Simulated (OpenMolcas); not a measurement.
**Dy3+: moving or changing the point charges**

Dy3+ among 12 point charges of -0.5 e arranged as a cuboctahedron (Oh), 2.22 Å from the ion.

```
Program             : OpenMolcas
Method              : CASSCF
Basis               : ANO-RCC-VDZP [7s6p4d2f1g]
Scalar Hamiltonian  : DKH2, point nucleus
Active space        : 9 electrons in 7 orbitals (4f)
State averaging     : 2S+1 = 6 odd, 21 roots; 2S+1 = 4 odd, 115 roots kept (CI in the orbitals of an earlier block, 108 in the spin-orbit step); 2S+1 = 2 odd, 82 roots kept (CI in the orbitals of an earlier block, 38 in the spin-orbit step)
Spin-orbit coupling : RASSI with atomic mean-field integrals over the reference wave functions
```

Runs around this geometry, states (labels of O, the rotations of Oh). Energies in cm-1 above the lowest state or level, χT in cm3 K/mol; under a threefold ground state the first gap can be a small split of the lowest multiplet, not the spin-orbit step.

```csv
R (Å),Ground state,First state of that spin,First gap with spin-orbit (degeneracies),Width of lowest J,χT at 300 K
2.22,6T1,6T2 24.2,"8.6 (4, 4)",76,14.052
2.31,6T1,6T2 21.9,"7.5 (4, 4)",62,14.055
2.64,6T1,6E 11.8,"4.5 (4, 4)",31,14.061
```

Taking the width of the lowest J multiplet as R^-n, n = -ln(31 / 76) / ln(2.64 / 2.22) = 5.2 between the shortest and longest distance.

High states are left out of the spin-orbit mixing, which shifts the levels that they would mix with. This is an electrostatic model: the charges have no orbitals. A group larger than the point group allows holds several states that coincide in this model. No measured value stands beside these numbers.
